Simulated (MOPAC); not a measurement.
MOPAC input (PM3):

```
PM3 FORCE THERMO(298,298) PRECISE LET UHF MS=0.5 GEO-OK AUX(PRECISION=9) THREADS=1
H5ClN3Si

N     0.41108084 1    1.42002324 1   -1.30956635 1
Si    0.10354546 1   -0.07550678 1   -0.44212988 1
N     1.55032737 1   -1.08487530 1   -0.34558525 1
N    -1.24891778 1   -0.97000452 1   -1.14168529 1
Cl   -0.45317498 1    0.46066033 1    1.57952293 1
H     0.26794273 1    2.31440785 1   -0.92457042 1
H     1.49363113 1   -1.89843053 1    0.22966237 1
H     2.42075694 1   -0.62245037 1   -0.19165218 1
H    -1.45231287 1   -1.86475901 1   -0.74947562 1
H    -2.09691672 1   -0.46800646 1   -1.29685605 1
```

From the output:

```
     H   10   0.003522   0.019320   0.904328   6.868142

          HEAT OF FORMATION =     -64.739042 KCALS/MOLE

          ZERO POINT ENERGY      42.003 KCAL/MOL

           NORMAL COORDINATE ANALYSIS (Total motion = 1 Angstrom)

   Root No.       1         2         3         4         5         6         7         8

                 1 A       2 A       3 A       4 A       5 A       6 A       7 A       8 A

                  78.5     135.7     150.1     188.1     227.2     230.7     233.2     266.5

           1   -0.0000    0.0261   -0.0060   -0.0018    0.0140    0.0105    0.0503   -0.0000
           2    0.0096   -0.0241    0.0495    0.0234    0.0388    0.0658   -0.0124   -0.0806
           3    0.0015    0.0671    0.0041   -0.0372   -0.0740    0.0296   -0.0072   -0.0526
           4   -0.0001    0.0266   -0.0062   -0.0042    0.0117    0.0096    0.0509   -0.0015
           5    0.0015    0.0076    0.0279   -0.0007   -0.0152   -0.0425    0.0159    0.0222
           6    0.0036   -0.0041    0.0162   -0.0001    0.0291   -0.0258   -0.0097    0.0075
           7    0.0152   -0.0047   -0.0495   -0.0158   -0.0379   -0.0541   -0.0394    0.0265
           8   -0.0027    0.0197    0.0431    0.0044    0.0039   -0.0152    0.0525    0.0181
           9   -0.0052   -0.0491   -0.0574    0.0321   -0.0679    0.0266    0.0320    0.0008
          10   -0.0157    0.0070    0.0461   -0.0188   -0.0371    0.0333   -0.0560   -0.0313
          11   -0.0063    0.0179   -0.0365   -0.0298    0.0539   -0.0121   -0.0553    0.0029
          12    0.0037   -0.0214    0.0844    0.0102   -0.0430   -0.0346   -0.0120    0.0140
          13    0.0015   -0.0400    0.0098    0.0137    0.0222   -0.0018   -0.0126    0.0019
          14   -0.0029   -0.0138   -0.0485    0.0034   -0.0335    0.0101   -0.0032   -0.0079
          15   -0.0024    0.0087   -0.0286   -0.0018    0.0650    0.0065    0.0008    0.0005
          16   -0.0046    0.0707   -0.0191   -0.0391   -0.0700    0.0004    0.0567   -0.0016
          17   -0.0751   -0.0621    0.1008   -0.0261    0.0604    0.2971   -0.0517    0.4316
          18   -0.0554    0.0789    0.0259   -0.0988   -0.1286    0.1670   -0.0268    0.2682
          19   -0.0128    0.0117   -0.0513    0.0065   -0.0384   -0.0652   -0.0535    0.0265
          20   -0.0055    0.0380    0.0871   -0.0031    0.0563    0.0353    0.1244   -0.0187
          21    0.2346   -0.2027   -0.0813   -0.1504   -0.1098    0.0771    0.0887    0.0354
          22   -0.1148    0.0686   -0.0664    0.0900   -0.0485   -0.1172   -0.1217    0.0348
          23    0.0572   -0.0052    0.0611   -0.0578    0.0253   -0.0523    0.0027    0.0271
          24   -0.1872    0.0425   -0.0939    0.1969   -0.1031    0.0198    0.0252   -0.0033
          25   -0.0314   -0.0064    0.0542   -0.0321   -0.0421    0.0320   -0.0600   -0.0427
          26    0.1506    0.1549   -0.0591    0.1153    0.0445    0.0495   -0.1762    0.0729
          27   -0.1341   -0.1393    0.1515   -0.1075   -0.0827   -0.0494   -0.0364   -0.0811
          28    0.1199    0.1257    0.0422    0.1146   -0.0594    0.0890   -0.1689    0.0232
          29   -0.0749   -0.0408   -0.0400   -0.1013    0.0713   -0.0349   -0.0171   -0.0271
          30    0.1258    0.0761    0.1192    0.1578   -0.1056   -0.0220    0.0177    0.0806

   Root No.       9        10        11        12        13        14        15        16

                 9 A      10 A      11 A      12 A      13 A      14 A      15 A      16 A

                 338.5     673.7     702.2     781.9     836.8     872.2     902.4     968.7

           1    0.0541    0.0020    0.0071    0.1348   -0.0212    0.0059    0.0285    0.0028
           2    0.0035   -0.0047   -0.0052   -0.0105    0.0177   -0.0038    0.0104   -0.0029
           3   -0.0262   -0.0018    0.0090    0.0178   -0.0294   -0.0009   -0.0157    0.0003
           4    0.0534   -0.0005   -0.0074   -0.0237    0.0148   -0.0027   -0.0131   -0.0027
           5   -0.0762    0.0134   -0.0122    0.0175    0.0001   -0.0076   -0.0031    0.0868
           6    0.1504    0.0101    0.0193   -0.0344   -0.0009   -0.0065    0.0091    0.0442
           7   -0.0265   -0.0028    0.0077   -0.0367   -0.0092    0.0340   -0.0194   -0.0237
           8   -0.0445   -0.0343    0.0515   -0.0653   -0.0314    0.0079    0.0218   -0.0850
           9   -0.0148    0.0342   -0.0381   -0.0095   -0.0226    0.0007    0.0103   -0.0213
          10   -0.0285   -0.0031    0.0001   -0.0356   -0.0168   -0.0357   -0.0117    0.0298
          11    0.0396    0.0049   -0.0025    0.0457    0.0339   -0.0065   -0.0249   -0.0658
          12    0.0300   -0.0625   -0.0505    0.0496    0.0129    0.0102   -0.0105   -0.0563
          13   -0.0360   -0.0003   -0.0011   -0.0013    0.0008   -0.0000    0.0000   -0.0000
          14    0.0539    0.0011   -0.0001    0.0002    0.0001   -0.0000   -0.0002   -0.0004
          15   -0.1041    0.0006   -0.0004   -0.0005   -0.0001   -0.0000    0.0001   -0.0002
          16   -0.0744   -0.0017   -0.0997   -0.1048    0.3021   -0.0030    0.1947   -0.0121
          17    0.1019    0.0147    0.0304    0.0751   -0.1011   -0.0007   -0.0538    0.0157
          18   -0.0682    0.0074   -0.0563   -0.1261    0.1630   -0.0062    0.0820   -0.0004
          19   -0.0235    0.0043    0.0022   -0.0308   -0.0197    0.0099    0.0024   -0.0379
          20    0.0402    0.0775   -0.1095   -0.1656   -0.0198    0.2485   -0.1613   -0.0338
          21   -0.1156   -0.1515    0.1843    0.0474    0.0733   -0.0412    0.0007    0.0706
          22   -0.0274   -0.0137    0.0408    0.0034   -0.0494   -0.1218    0.1137   -0.1049
          23   -0.0074    0.1208   -0.0851   -0.0633   -0.1508   -0.1093    0.1588   -0.2250
          24   -0.0619   -0.1728    0.1648    0.0232    0.0980    0.0184   -0.0530    0.0952
          25   -0.0405    0.0323    0.0305   -0.0223   -0.0060   -0.0035    0.0026    0.0256
          26    0.0576   -0.0864   -0.0500    0.0474   -0.0228    0.1514    0.0845    0.0289
          27   -0.0673    0.1971    0.1732    0.1419    0.0843    0.2285    0.0897   -0.0806
          28   -0.0419    0.0574    0.0619   -0.0094   -0.0119    0.1360    0.0867    0.0813
          29    0.0582   -0.0653   -0.0526    0.0294    0.0085   -0.0447   -0.0381   -0.0533
          30   -0.0632    0.2339    0.1160    0.0857    0.1532   -0.1565   -0.1579   -0.2341

   Root No.      17        18        19        20        21        22        23        24

                17 A      18 A      19 A      20 A      21 A      22 A      23 A      24 A

                 995.5    1658.7    1666.0    3422.6    3423.2    3524.5    3551.9    3552.4

           1   -0.0676   -0.0001   -0.0002    0.0001    0.0001    0.0375    0.0001    0.0002
           2   -0.0060   -0.0003    0.0003    0.0001    0.0000    0.0285    0.0001    0.0001
           3    0.0095   -0.0002   -0.0006   -0.0000   -0.0001   -0.0453   -0.0001   -0.0002
           4    0.0676    0.0002    0.0002   -0.0002   -0.0003    0.0002   -0.0002   -0.0002
           5    0.0112    0.0006   -0.0008    0.0001   -0.0001    0.0002   -0.0004    0.0003
           6   -0.0170    0.0001    0.0018    0.0001    0.0000   -0.0003   -0.0001    0.0003
           7   -0.0325   -0.0131    0.0121   -0.0386   -0.0102    0.0001   -0.0132   -0.0015
           8   -0.0210   -0.0235    0.0207    0.0152    0.0041    0.0001   -0.0213   -0.0024
           9    0.0014   -0.0126    0.0109    0.0114    0.0031    0.0001   -0.0180   -0.0020
          10   -0.0314    0.0138    0.0154    0.0094   -0.0356    0.0002    0.0018   -0.0166
          11    0.0067   -0.0206   -0.0216    0.0062   -0.0241   -0.0001   -0.0028    0.0251
          12    0.0182   -0.0106   -0.0118    0.0000   -0.0002   -0.0000   -0.0008    0.0068
          13   -0.0006   -0.0000   -0.0000   -0.0000   -0.0000    0.0000   -0.0000   -0.0000
          14   -0.0002    0.0001   -0.0000   -0.0000   -0.0000   -0.0000   -0.0000    0.0000
          15    0.0001    0.0000    0.0001    0.0000    0.0000    0.0000   -0.0000    0.0000
          16   -0.1648   -0.0001    0.0037   -0.0000   -0.0003   -0.5261   -0.0016   -0.0026
          17    0.0309    0.0001   -0.0012   -0.0002   -0.0004   -0.4006   -0.0011   -0.0018
          18   -0.0492    0.0001    0.0020    0.0003    0.0007    0.6369    0.0018    0.0029
          19   -0.0131   -0.0302    0.0275    0.3749    0.0980   -0.0040    0.4253    0.0481
          20   -0.1998    0.2042   -0.1835    0.0427    0.0114   -0.0001    0.0168    0.0020
          21    0.0280    0.1352   -0.1215    0.0436    0.0115   -0.0005    0.0238    0.0028
          22    0.0767    0.2146   -0.1954    0.1675    0.0445    0.0016   -0.2359   -0.0261
          23    0.0658    0.1051   -0.0974   -0.2567   -0.0676   -0.0018    0.2901    0.0321
          24   -0.0179    0.0602   -0.0539   -0.2041   -0.0540   -0.0014    0.2298    0.0256
          25   -0.0072    0.0033    0.0041   -0.0992    0.3749   -0.0053   -0.0470    0.4229
          26    0.0996    0.2158    0.2335    0.0012   -0.0053   -0.0003   -0.0040    0.0337
          27    0.1734    0.0650    0.0700    0.0131   -0.0497    0.0004    0.0053   -0.0481
          28    0.0758   -0.2020   -0.2222   -0.0329    0.1262    0.0017    0.0213   -0.1872
          29   -0.0195    0.0735    0.0812   -0.0900    0.3432    0.0031    0.0445   -0.3908
          30   -0.0699    0.0612    0.0709   -0.0141    0.0526    0.0004    0.0062   -0.0543

           MASS-WEIGHTED COORDINATE ANALYSIS (NORMAL COORDINATES)

   Root No.       1         2         3         4         5         6         7         8

                 1 A       2 A       3 A       4 A       5 A       6 A       7 A       8 A

                  78.5     135.7     150.1     188.1     227.2     230.7     233.2     266.5

           1   -0.0002    0.1648   -0.0309   -0.0137    0.0678    0.0618    0.2957   -0.0000
           2    0.0791   -0.1520    0.2550    0.1819    0.1876    0.3884   -0.0729   -0.4424
           3    0.0122    0.4234    0.0212   -0.2892   -0.3579    0.1747   -0.0425   -0.2886
           4   -0.0010    0.2379   -0.0455   -0.0461    0.0802    0.0807    0.4244   -0.0115
           5    0.0174    0.0680    0.2034   -0.0075   -0.1040   -0.3556    0.1326    0.1726
           6    0.0426   -0.0369    0.1180   -0.0014    0.1992   -0.2159   -0.0812    0.0583
           7    0.1255   -0.0297   -0.2548   -0.1228   -0.1834   -0.3194   -0.2318    0.1452
           8   -0.0220    0.1242    0.2216    0.0341    0.0188   -0.0900    0.3086    0.0996
           9   -0.0433   -0.3095   -0.2954    0.2493   -0.3282    0.1572    0.1880    0.0044
          10   -0.1297    0.0439    0.2373   -0.1462   -0.1796    0.1969   -0.3297   -0.1717
          11   -0.0522    0.1128   -0.1879   -0.2318    0.2607   -0.0714   -0.3255    0.0161
          12    0.0305   -0.1350    0.4345    0.0790   -0.2077   -0.2046   -0.0708    0.0767
          13    0.0200   -0.4014    0.0804    0.1696    0.1707   -0.0174   -0.1182    0.0169
          14   -0.0381   -0.1381   -0.3975    0.0422   -0.2575    0.0951   -0.0302   -0.0689
          15   -0.0315    0.0873   -0.2340   -0.0226    0.5004    0.0607    0.0071    0.0041
          16   -0.0102    0.1196   -0.0264   -0.0815   -0.0908    0.0006    0.0895   -0.0024
          17   -0.1667   -0.1050    0.1392   -0.0543    0.0784    0.4707   -0.0815    0.6357
          18   -0.1230    0.1336    0.0357   -0.2058   -0.1668    0.2645   -0.0422    0.3950
          19   -0.0283    0.0197   -0.0708    0.0136   -0.0498   -0.1033   -0.0845    0.0390
          20   -0.0122    0.0644    0.1203   -0.0065    0.0731    0.0560    0.1963   -0.0275
          21    0.5207   -0.3431   -0.1123   -0.3133   -0.1424    0.1221    0.1399    0.0521
          22   -0.2548    0.1160   -0.0917    0.1875   -0.0629   -0.1856   -0.1920    0.0513
          23    0.1269   -0.0087    0.0844   -0.1204    0.0328   -0.0829    0.0043    0.0399
```
